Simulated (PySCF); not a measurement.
CH6GeO2Si. Atoms are numbered in the order given.

```xyz
11

C     -1.9784     1.0755    -0.2802
Ge    -0.6447    -0.1925     0.2919
O      0.4114    -0.8119    -1.0542
Si     1.7705    -0.0685    -0.3801
O      0.8865     0.5725     0.9091
H     -2.4333     1.5625     0.5947
H     -1.5109     1.8372    -0.9186
H     -2.7672     0.5595    -0.8469
H     -1.1473    -1.3198     1.2084
H      2.3685     0.9751    -1.2608
H      2.8218    -1.0345     0.0467
```
Charge 0, spin multiplicity 1.

The structure is a stationary point at PBE0-D3(BJ)/def2-SVP. This is a generated structure with no PubChem entry under its InChIKey; it may be hypothetical.

Method: KT2/pcSseg-1 in PySCF.

GIAO shieldings, no solvent; atoms alike by connectivity are averaged. δ = σ(ref) − σ: ¹³C against TMS (σ = 185.1 ppm); ⁷³Ge against GeH4 (σ = 1669.3 ppm); ¹⁷O against H2O (σ = 330.4 ppm); ²⁹Si against TMS (σ = 361.9 ppm); ¹H against TMS (σ = 31.47 ppm), references at their B3LYP-D3(BJ)/def2-TZVP geometries, non-relativistic.

**Question.** Estimate the chemical shifts. (The exact figures need the calculation; the answer reports its results.)

**Answer.** 
```json
[
 {"nucleus": "¹³C", "atoms": "C1", "count": "1", "δ (ppm)": "10.0"},
 {"nucleus": "⁷³Ge", "atoms": "Ge2", "count": "1", "δ (ppm)": "501.8"},
 {"nucleus": "¹⁷O", "atoms": "O3, O5", "count": "2", "δ (ppm)": "134.0"},
 {"nucleus": "²⁹Si", "atoms": "Si4", "count": "1", "δ (ppm)": "21.2"},
 {"nucleus": "¹H", "atoms": "H9", "count": "1", "δ (ppm)": "7.09"},
 {"nucleus": "¹H", "atoms": "H10, H11", "count": "2", "δ (ppm)": "6.18"},
 {"nucleus": "¹H", "atoms": "H6, H7, H8", "count": "3", "δ (ppm)": "1.24"}
]
```
